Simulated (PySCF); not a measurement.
## Ta⁺: ionisation energy

Ta⁺ [Xe] 4f14 5d3 6s1 (5F) → Ta²⁺ [Xe] 4f14 5d3 (4F), as a difference of total energies. Calculation: PySCF 2.14, in aug-cc-pVTZ-PP with ECP60MDF (6s6p5d3f2g, 88 functions); a scalar-relativistic core potential. Correlated levels: valence: 5s2 5p6 frozen. The calculations carry no spin-orbit coupling.

```
           method  ionisation energy (eV)
              UHF                  14.193
    MP2 (valence)                  14.561
SCS-MP2 (valence)                  14.315
   CCSD (valence)                  14.639
CCSD(T) (valence)                  14.650
```

**Question.** How much does correlation contribute at CCSD(T) (valence)?

**Answer.** 14.650 − (14.193) = 0.457 eV, measured against UHF.

The reference lies between the lowest fine-structure levels, while these numbers refer to the centres of the terms.

Errors of the correlated levels include the incompleteness of this basis and the frozen core.

Every method misses the reference by a wide margin, which points to the basis or the choice of state and not to the methods.

For comparison: 16.2 ± 0.5 eV (semi-empirical (NIST evaluation); NIST Atomic Spectra Database, ionization energies).
